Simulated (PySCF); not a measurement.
# Where the electron goes

Compound: CH10S2Si4.
Z-matrix (Å and degrees, GFN2-xTB geometry), rows numbered from 1:
```
Si
Si  1  2.3567
Si  2  2.3245  1  114.83
S   3  2.1663  2   98.52  1    55.65
Si  2  2.3645  1  120.66  3   148.01
C   5  1.9177  2   83.55  1   104.09
S   6  1.8343  5  105.16  2     4.53
H   1  1.4650  2  112.18  3    54.15
H   1  1.4655  2  113.05  3   176.16
H   1  1.4617  2  106.78  3   -64.60
H   3  1.4643  2  119.98  1   -56.87
H   3  1.4660  2  120.82  1   168.40
H   4  1.3203  3   96.98  2  -178.18
H   5  1.4670  2  120.75  1  -146.56
H   5  1.4661  2  120.73  1    -5.83
H   6  1.0874  5  114.70  2   122.24
H   6  1.0878  5  114.07  2  -112.99
```

Method used: PySCF, TDDFT CAM-B3LYP/def2-SVPD, vertical, gas phase, core orbitals frozen in the response.

Kohn–Sham orbitals with the atoms that hold most of them (Löwdin shares over 4%, at most four atoms; ? is withheld):

| orbital | ε (eV) | atoms |
| --- | --- | --- |
| HOMO-3 | -9.19 | Si2 26%, Si5 19%, C6 16%, Si1 9% |
| HOMO-2 | -9.14 | S7 47%, Si2 17%, Si5 15%, C6 8% |
| HOMO-1 | -8.59 | ? |
| HOMO | -7.88 | ? |
| LUMO | -0.43 | Si2 26%, Si3 16%, S7 10%, S4 9% |
| LUMO+1 | -0.08 | Si5 22%, Si2 19%, S7 16%, Si3 7% |
| LUMO+2 | 0.43 | Si2 18%, Si1 16%, Si3 15%, S7 12% |

**Question.** Give the leading atoms of the HOMO-1.

**Answer.** S4 (bonded to Si and H) 75%; Si3 (bonded to S, Si and 2 H) 10%; H13 (bonded to S) 6%.

**Question.** Give the leading atoms of the HOMO.

**Answer.** S7 (bonded to C and Si) 61%; Si2 (bonded to S and 3 Si) 10%; C6 (bonded to S, Si and 2 H) 9%; Si1 (bonded to Si and 3 H) 6%. By element: sulfur 61% or more, silicon 15% or more, carbon 9%.

**Question.** The HOMO–LUMO gap is 7.46 eV. Where does the response calculation put the lowest singlet, and from which orbitals?

**Answer.** S1 is at 4.38 eV (f = 0.0006), 3.08 eV below the gap, made of HOMO→LUMO (90%). 

**Question.** One configuration dominates each of S1, S2, S3 and S7. Which, and how do the shares of the two leading atoms of either orbital change from the occupied to the empty one?

**Answer.** 
- S1 (4.38 eV, f 0.0006), HOMO→LUMO (90%): S7 61% → 10%, Si2 10% → 26%, Si3 at most 6% → 16%
- S2 (4.63 eV, f 0.0001), HOMO→LUMO+1 (86%): S7 61% → 16%, Si2 10% → 19%, Si5 at most 6% → 22%
- S3 (5.19 eV, f 0.0054), HOMO-1→LUMO (87%): S4 75% → 9%, Si3 10% → 16%, Si2 at most 4% → 26%
- S7 (5.82 eV, f 0.019), HOMO-2→LUMO+1 (80%): S7 47% → 16%, Si2 17% → 19%, Si5 15% → 22%

Löwdin shares depend on the basis, the more so with diffuse functions.

The run took 3.6 min (with the writing of density and orbital grids) on one thread, Intel Xeon at 2.50 GHz (x86_64), no GPU, shared host, and the process peaked at 1.3 GiB of memory.

One conformer stands for the species.
